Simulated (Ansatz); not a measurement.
HP₂ (SMILES P#[PH+]), charge +1, singlet, at a GFN2-xTB geometry; B97M-V/STO-3G (Ansatz, a program for electronic structure).

Here is a job for Ansatz.
Ansatz 0.2 input:
```yaml
crystal:
  periodic: [false, false, false]
  atoms:
    - {symbol: P, position_ang: [-0.00000000, -0.00000000, -1.02596741]}
    - {symbol: P, position_ang: [0.00000000, 0.00000000, 0.87502951]}
    - {symbol: H, position_ang: [0.00000000, 0.00000000, 2.26406841]}
basis:
  gaussian:
    orbitals: STO-3G
hamiltonian:
  xc: {name: B97M-V}
total_charge: 1
accuracy: high
```

The log (banner, timings and long lists left out):

```
Functional definition: B97M-V
320 factors; integrals over basis functions are off by at most 5.8e-9 eV
mean field evaluation 1: about -18373.4345 eV, gradient 4.7e0 eV
mean field evaluation 2: about -18371.9799 eV, gradient 2.1e1 eV
mean field evaluation 4: about -18373.5005 eV, gradient 2.5e-1 eV
mean field evaluation 8: about -18373.4639 eV, gradient 9.5e-4 eV
mean field evaluation 16: about -18373.4639 eV, gradient 2.4e-8 eV
mean field -18373.46391163 eV, -675.2123447712 hartree, gradient 2.4e-8 eV, S^2 0.000000; 0 other end points of the search recorded, 0 dependent functions left out
reference -18373.46391406 eV, -675.2123448606 hartree; 15, 15 occupied and 4, 4 virtual orbitals, 320 factors
Total energy: -18373.46391406 eV, -675.2123448606 hartree
```
